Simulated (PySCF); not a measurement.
An unknown gives this computed stick spectrum. Method used: TDDFT PBE0/def2-SVPD, vertical, gas phase, core orbitals frozen in the response in PySCF 2.14.0, density-fitted response routines. Geometries: GFN2-xTB, one conformer each.

| state | E (eV) | f |
| --- | --- | --- |
| S1 | 4.23 | 0.0005 |
| S2 | 6.42 | 0.059 |
| S3 | 6.59 | 0.0041 |
| S4 | 6.70 | 0.047 |
| S5 | 7.10 | 0.037 |
| S6 | 7.19 | 0.019 |
| S7 | 7.34 | 0.062 |
| S8 | 7.44 | 0.249 |

Triplets computed (Tamm–Dancoff): 3.66, 5.09, 6.01 eV.

Question: Which candidate is it? All have the formula C4H11NOSi.
A. `O[SiH2]NC1CCC1`
B. `CCC/C=N\[SiH2]O`
C. `[H]/N=C/C(C)(C)[SiH2]O`

Answer: B. Its S1, at 4.23 eV, is the lowest among the candidates; the nearest of the others has S1 at 5.05 eV. S1 is HOMO→LUMO (98%). Löwdin shares by element: HOMO nitrogen 54%, carbon 22% or more, silicon 10%; LUMO carbon 41% or more, nitrogen 29%, silicon 8% (atoms not listed hold the other 22%). At the same level the other candidates give, for their lowest levels:
- `O[SiH2]NC1CCC1`: 5.99 eV (f 0.026); 6.20 eV (f 0.027); 6.79 eV (f 0.006); 7.02 eV (f 0.054); 7.11 eV (f 0.004); T1 5.78 eV; HOMO -6.77, LUMO 0.35 eV
- `[H]/N=C/C(C)(C)[SiH2]O`: 5.05 eV (f 0.020); 6.02 eV (f 0.035); 6.54 eV (f 0.044); 6.92 eV (f 0.009); 6.97 eV (f 0.008); T1 4.25 eV; HOMO -7.48, LUMO -0.85 eV

Conformer computed: `[CH3:1][CH2:2][CH2:3]/[CH:4]=[N:5]\[SiH2:6][OH:7]`: C1–C2–C3–C4 65°, C2–C3–C4–N5 -117°, C4–N5–Si6–O7 136°, H–O7–Si6–N5 39°.
